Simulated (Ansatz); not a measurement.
ClH$_{5}$N$_{3}$Nb, SMILES `[NH]=[Nb]([NH2])([NH2])[Cl]` at its PBE0-D4/def2-TZVP geometry, where that method's forces vanish. The species carries charge 0 and has multiplicity 1. Nb takes the def2 core potential.

```xyz
10

N     0.0423   -1.4967    1.0442
Nb    0.1907   -0.3513   -0.2572
N     1.3303    1.0916    0.4459
N    -1.6439    0.2610   -0.6240
Cl    1.1396   -1.2654   -2.1856
H     0.0326   -2.2805    1.6796
H     1.7421    1.1278    1.3655
H     1.5123    1.9542   -0.0499
H    -2.4789   -0.0511   -0.1530
H    -1.8671    1.0104   -1.2655
```

Task: What forces (eV/Å) does ωB97M-V/def2-TZVPP give on these atoms in the Gaussian-basis code of Ansatz? (An estimate is asked.)

Result: Computed: 
```
N1   0.033  0.117 -0.181
Nb2 -0.069 -0.197  0.344
N3   0.038  0.065  0.004
N4  -0.058  0.038 -0.030
Cl5  0.054 -0.047 -0.113
H6  -0.001  0.033 -0.024
H7  -0.005  0.016 -0.026
H8   0.012 -0.019  0.028
H9   0.012  0.020 -0.020
H10 -0.016 -0.026  0.018
```
